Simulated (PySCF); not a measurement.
Ionising Ge₂

UHF-CCSD(T); PySCF, no relativity, basis sets Ge def2-TZVPPD. Neutral (UHF): triplet (π ↑↑), Re = 2.379 Å, ωe = 297 cm⁻¹, De = 2.81 eV.

Ge₂⁺ (UHF): quartet (σ ↑, π ↑↑), Re = 2.400 Å, ωe = 270 cm⁻¹, De = 3.14 eV to Ge⁺ + Ge. The energies at the minima are -4151.13854 hartree for Ge2 and -4150.86022 for Ge₂⁺.

Q: Work out the adiabatic ionisation energy, without and with harmonic zero-point energies (1 hartree = 27.2114 eV, 1 eV = 8065.5 cm⁻¹), and the change of the bond length.

A: At UHF-CCSD(T): 0.27832 hartree = 7.573 eV between the minima; the zero-point term (270.0 − 297.0)/2 cm⁻¹ = -0.002 eV makes it 7.572 eV. Re changes by +2.1 pm against the neutral. The electron leaves a σ orbital, and the small change of length marks it as nearly non-bonding.

Ge₂⁻ (UHF): doublet (π ↑), Re = 2.298 Å, ωe = 321 cm⁻¹. The energies at the minima are -4151.13854 hartree for Ge2 and -4151.20492 for Ge₂⁻.

Q: Work out the adiabatic electron affinity, without and with harmonic zero-point energies (1 hartree = 27.2114 eV, 1 eV = 8065.5 cm⁻¹), and the change of the bond length.

A: At UHF-CCSD(T): 0.06638 hartree = 1.806 eV between the minima; the zero-point term (297.0 − 321.0)/2 cm⁻¹ = -0.001 eV makes it 1.805 eV. Re changes by -8.1 pm against the neutral. The electron enters a π orbital, and the shorter bond of the ion fits a bonding orbital, or a change in how ionic the bond is.

Correlated steps freeze 18 core orbitals. Spin–orbit coupling is left out. States were picked by a PBE0 search and need not be the measured ground states.
